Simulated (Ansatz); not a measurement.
System: BH$_{3}$S, charge 0, singlet. BH3S (SMILES BS).
B3LYP-D3(BJ)/def2-TZVP minimum from Ansatz (an electronic-structure program):
```xyz
5

B     -0.7938    -0.9118     0.1461
H     -0.3835    -1.9590     0.5257
H     -1.9390    -0.7211    -0.0944
S      0.4169     0.3671    -0.0433
H     -0.3781     1.3651    -0.4697
```

Hartree-Fock and CCSD(T) correlation energies in hartree (Ansatz). UHF or UKS for unpaired electrons; spin-orbit terms are left out. Correlated methods leave the cores frozen. No relativity.

```csv
basis,X,E(HF),"E(corr, CCSD(T))"
cc-pV(T+d)Z,3,-424.00292,-0.33281
cc-pV(Q+d)Z,4,-424.00818,-0.35270
cc-pV(5+d)Z,5,-424.00922,withheld
```

Q: Fit E(corr) = E∞ + A/X³ to X = 3 and 4, predict X = 5, and compare with the run.

A: A = (-0.33281 - (-0.35270))/(1/27 - 1/64) = 0.9289; E∞ = -0.35270 - A/64 = -0.36721; at X = 5, E∞ + A/125 = -0.35978. The run gave -0.35908, 0.70 mEh above the prediction. The same form on X = 4 and 5 gives E∞ = -0.36577, 1.44 mEh above the first estimate.
